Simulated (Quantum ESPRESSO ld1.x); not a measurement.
The numbers below are computed, except where a source is named.
Question: These are the eigenvalues of the occupied orbitals of an atom or ion with whole-number occupations (Ry). Code: ld1.x of Quantum ESPRESSO 7.5. Model: Dirac Kohn-Sham, exchange-only LDA, spin-unpolarised, spherical densities, point nucleus.

orbital  eigenvalue
1s1/2      -5391.15
2s1/2      -1046.76
2p1/2      -1007.87
2p3/2      -902.052
3s1/2      -340.179
3p1/2      -323.334
3p3/2      -299.401
3d3/2      -271.897
3d5/2      -266.626
4s1/2      -155.567
4p1/2      -148.312
4p3/2      -140.677
5p1/2      -85.0945

Which element is it, and in what charge state? The configuration may be excited. Open shells, if any, fill j = l - 1/2 first.

Answer: Z = 75, rhenium, charge +39: Re39+ in [Ar] 3d9 4s2 4p6 5p1. The list shows which subshells hold electrons but not how many an open one holds; the 1s level, -2695.6 hartree, gives Z - s = 73.4 by -(Z - s)^2/2, which with screening and relativity narrows Z to a few neighbours, and the depths of the outer levels then fix element, charge and occupations together.
